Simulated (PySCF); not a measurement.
**Energy of Hf²⁺ (hafnium, charge +2) between two integer charges**

The 5d alpha orbital of [Xe] 4f14 5d2 is emptied in steps (occupation f), with all orbitals relaxed, ending at [Xe] 4f14 5d1. Computed with PySCF 2.14 in def2-TZVP with the def2 core potential (60 electrons) (6s4p3d1f, 40 functions), with a scalar-relativistic core potential. The exact energy is a straight line in f; departures are measured from the line between the end points of the same method.

| f | BHandHLYP (eV) | wB97X (eV) | HSE06 (eV) |
| --- | --- | --- | --- |
| 1 | 0.000 | 0.000 | 0.000 |
| 0.8 | -0.375 | -0.180 | -0.640 |
| 0.6 | -0.564 | -0.270 | -0.961 |
| 0.4 | -0.565 | -0.269 | -0.960 |
| 0.2 | -0.378 | -0.178 | -0.639 |
| 0 | 0.000 | 0.000 | 0.000 |

```json
{"method": "BHandHLYP", "E(f=0) − E(f=1) (eV)": "22.254", "−ε at f=1 (eV)": "19.918", "−ε at f=0.4 (eV)": "22.719"}
{"method": "wB97X", "E(f=0) − E(f=1) (eV)": "21.981", "−ε at f=1 (eV)": "20.860", "−ε at f=0.4 (eV)": "22.213"}
{"method": "HSE06", "E(f=0) − E(f=1) (eV)": "22.405", "−ε at f=1 (eV)": "18.414", "−ε at f=0.4 (eV)": "23.209"}
```

Orbital energy along the path (eV):

| f | BHandHLYP | wB97X | HSE06 |
| --- | --- | --- | --- |
| 1 | -19.918 | -20.860 | -18.414 |
| 0.8 | -20.843 | -21.304 | -20.002 |
| 0.6 | -21.778 | -21.759 | -21.604 |
| 0.4 | -22.719 | -22.213 | -23.209 |
| 0.2 | -23.666 | -22.656 | -24.808 |
| 0 | -24.625 | -23.081 | -26.384 |

Reference removal energy between the ground levels: 22.55 ± 0.04 eV (theoretical estimate listed by NIST; NIST Atomic Spectra Database, ionization energies). The calculation has no spin-orbit coupling.
